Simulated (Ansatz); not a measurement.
Basis-set extrapolation for C$_{2}$H$_{4}$OSi (`[SiH3]C1=CO1`) (PBE0-D4/def2-TZVP geometry, frozen core, the Gaussian-basis code of Ansatz). Multiplicity 1, RHF reference.

```json
{"": "HF", "def2-TZVPP": "-441.775176", "def2-QZVPP": "-441.791412"}
{"": "MP2 correlation", "def2-TZVPP": "-0.674429", "def2-QZVPP": "-0.722212"}
{"": "CCSD(T) correlation", "def2-TZVPP": "-0.736114", "def2-QZVPP": "not run"}
```

Energies in hartree. Use E(X) = E(∞) + A·exp(−7.88·√X) for Hartree–Fock and E(X) = E(∞) + B·X^(−2.97) for correlation, with X = 3 and 4, and add CCSD(T) minus MP2 of the smaller set to the MP2 limit.

**Question.** What is the CCSD(T) energy at the basis-set limit?

**Answer.** HF limit: -441.791412 + (-0.016236) × 0.13774 = -441.79365. MP2 limit: -0.722212 + (-0.047783) × 0.74074 = -0.75761. Higher-order term: -0.736114 − (-0.674429) = -0.06169. Total: -442.61295 hartree, 2.77 eV below CCSD(T)/def2-TZVPP.
